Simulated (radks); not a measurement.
Hg XL, 41 electrons, occupied as [Kr] 4d5. All-electron calculation, Dirac Kohn-Sham, LB94 model potential, spin-unpolarised, spherical densities, finite nucleus; open shells fill j = l - 1/2 first; Fermi nuclear charge, rms radius 5.4648 fm. Program: a radial shooting solver on a logarithmic mesh with Libxc functionals.

X-ray form factor f0, the Fourier transform of the density (f0(0) = 41):

sin(theta)/lambda (1/angstrom),f0 (electrons)
0.05,40.949
0.1,40.798
0.15,40.547
0.2,40.200
0.25,39.762
0.3,39.238
0.4,37.956
0.5,36.414
0.6,34.680
0.8,30.909
1,27.150
1.25,23.002
1.5,19.727
2,15.392
